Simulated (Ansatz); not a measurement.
Cost and result for the atomization energy of C$_{2}$H$_{6}$F$_{2}$OSi, SMILES `OC(F)([SiH3])CF` (12 atoms, 11 bonds).

```xyz
12

O    -1.5557    0.1574    0.5570
C    -0.4024    0.2118   -0.1888
F    -0.6094    1.0485   -1.2973
Si    0.9655    1.0364    0.8798
C    -0.0282   -1.1499   -0.7328
F    -1.1543   -1.7501   -1.2716
H    -2.1863   -0.4119    0.0950
H     1.2163    0.1992    2.0796
H     0.4885    2.3845    1.2602
H     2.2036    1.1245    0.0649
H     0.3388   -1.7917    0.0729
H     0.7236   -1.0585   -1.5188
```

Total charge 0; spin multiplicity 1. The structure was optimised at the PBE0-D4/def2-TZVP level. It is one conformer, not always the lowest. Program: Ansatz. All runs use 4 threads of an Arm Neoverse V2 on a shared host. Times are those of one run each, without the atoms' runs, and a repeat can differ threefold. Electronic energies, without spin–orbit coupling; frozen cores. CCSD(T)/CBS adds CCSD(T) − MP2 in def2-TZVPP to the MP2 limit, and its time is that of the two runs behind it. T1 = 0.012. B3LYP takes the VWN-RPA correlation (the form of Gaussian; ORCA's B3LYP/G).

CCSD(T)/CBS is a level of theory with its own doubt, some kJ/mol a heavy atom from the limit and from the frozen cores, so smaller differences don't rank the functionals.

```csv
level,functions,atomization (kcal/mol),difference from CCSD(T)/CBS,per bond
ωB97M-V/def2-TZVPP (with forces),281,1042.0,2.5,0.2
PBE0-D4/def2-TZVPP,281,1036.4,-3.1,-0.3
B3LYP-D4/def2-TZVPP (with forces),281,1035.0,-4.5,-0.4
CCSD(T)/def2-TZVPP,281,1010.9,-28.6,-2.6
CCSD(T)/CBS(def2),–,1039.5,0.0,0.0
PBE-D4/def2-TZVPP (with forces),281,1062.1,22.6,2.0
MP2/def2-QZVPP,535,1049.3,9.8,0.9
ωB97X-V/def2-TZVPP,281,1043.6,4.1,0.4
B2PLYP/def2-TZVPP,281,1024.9,-14.6,-1.3
r2SCAN-D4/def2-TZVPP (with forces),281,1041.0,1.5,0.1
```

Task: Order the runs by time, with rough figures. (Estimate.)

Result: Computed: PBE-D4/def2-TZVPP (with forces) 2.9 s; PBE0-D4/def2-TZVPP 3.6 s; B3LYP-D4/def2-TZVPP (with forces) 5.5 s; r2SCAN-D4/def2-TZVPP (with forces) 6 s; B2PLYP/def2-TZVPP 6.5 s; ωB97X-V/def2-TZVPP 9 s; ωB97M-V/def2-TZVPP (with forces) 13 s; MP2/def2-QZVPP 29 s; CCSD(T)/def2-TZVPP 6.1 min; CCSD(T)/CBS(def2) 6.6 min.

From PBE to PBE0 (25 % exact exchange), in def2-TZVPP and without D4, the atomization energy moves by −24.8 kcal/mol: exact exchange takes away binding that semilocal exchange gives to molecules. In def2-TZVPP, CCSD(T) changes the Hartree–Fock value by +274.7 kcal/mol (the triples alone add +16.6 kcal/mol) and MP2 by +296.2 kcal/mol; breaking electron pairs costs correlation energy, which Hartree–Fock lacks. The D4 term adds +9.0 kcal/mol with B3LYP and +4.7 kcal/mol with PBE0; it sums over pairs of atoms, weighted by their polarisabilities, and B3LYP, whose exchange is more repulsive, gets the larger term.
